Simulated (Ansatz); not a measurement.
# Cost against result

Saddle point of SiNH6Br, singlet (SiNH₄Br ([NH2][SiH2][Br]) + H₂ → SiNH₅ ([NH2][SiH3]) + HBr; bonds formed: Si1–H7, Br2–H6; bonds broken: Si1–Br2, H6–H7), PBE0-D4/def2-TZVP structure:

| atom | x (Å) | y (Å) | z (Å) |
| --- | --- | --- | --- |
| Si1 | -0.2221 | -0.1596 | -0.3473 |
| Br2 | 0.6187 | 1.2824 | -2.4772 |
| H3 | 0.4856 | -1.2342 | -1.0497 |
| H4 | -1.4760 | 0.5509 | -0.6154 |
| N5 | -0.4561 | -0.7973 | 1.2171 |
| H6 | 0.9820 | 1.2117 | -0.5447 |
| H7 | 0.9576 | 0.9828 | 0.2857 |
| H8 | -1.0551 | -0.3631 | 1.9008 |
| H9 | 0.1655 | -1.4737 | 1.6306 |

Barriers are electronic and count from the start structure reached by relaxing down the imaginary mode.

Computed with Ansatz 0.2.0 (basis: as named in each row); correlated methods freeze the cores. Filled d shells of the heavier atoms are correlated. The def2 sets are not built for correlating such inner shells, so the correlated values are less sure here. B3LYP uses VWN-RPA correlation. Extrapolation: Hartree–Fock as exp(−7.88 √X), correlation as X^−2.97.

Times are rough, for one single point on 4 threads of a shared host (Arm Neoverse V2).

The estimate by CCSD(T) at an estimated basis limit (MP2 extrapolated from triple and quadruple zeta, plus CCSD(T) − MP2 in triple zeta) is 2.158 eV.

| method | basis | time (s) | barrier (eV) | method less estimate |
| --- | --- | --- | --- | --- |
| HF | STO-3G | under 1 | 4.884 | 2.726 |
| PBE-D4 | STO-3G | under 1 | 3.517 | 1.359 |
| SPW92 | def2-SVP | under 1 | 1.576 | -0.582 |
| PBE-D4 | def2-SVP | under 1 | 1.857 | -0.301 |
| B3LYP-D4 | 6-31G | under 1 | 2.248 | 0.090 |
| PBE0-D4 | def2-SVP | under 1 | 1.989 | -0.169 |
| SPW92 | def2-TZVPP | under 1 | 1.517 | -0.641 |
| BLYP-D4 | def2-TZVPP | 1 | 1.977 | -0.182 |
| PBE-D4 | def2-TZVPP | 1 | 1.823 | -0.336 |
| BHLYP-D4 | def2-TZVPP | 2 | 2.205 | 0.047 |
| B3LYP-D4 | def2-TZVPP | 2 | 2.062 | -0.096 |
| PBE0-D4 | def2-TZVPP | 2 | 1.950 | -0.208 |
| CAM-B3LYP-D4 | def2-TZVPP | 2 | 2.112 | -0.046 |
| CCSD(T) | def2-SVP | 2 | 2.370 | 0.212 |
| r2SCAN-D4 | def2-TZVPP | 2 | 1.959 | -0.199 |
| RPA on PBE | def2-TZVPP | 3 | 2.220 | 0.062 |
| r2SCAN0-D4 | def2-TZVPP | 3 | 2.032 | -0.126 |
| wB97M-V | def2-SVP | 3 | 2.114 | -0.044 |
| B2PLYP | def2-TZVPP | 3 | 2.136 | -0.022 |
| PBE-QIDH | def2-TZVPP | 3 | 2.092 | -0.066 |
| wB97X-V | def2-TZVPP | 4 | 2.151 | -0.007 |
| wB97M-V | def2-TZVPP | 5 | 2.105 | -0.053 |
| B97M-V | def2-TZVPP | 6 | 2.094 | -0.064 |
| MP2 | def2-QZVPP | 11 | 2.178 | 0.020 |
| CCSD(T) | def2-TZVPP | 54 | 2.196 | 0.038 |

All methods are single points on the PBE0-D4 structures.

The T1 diagnostic stays at or below 0.010.

Labels in which every atom is bracketed show which atoms are joined, not bond orders.
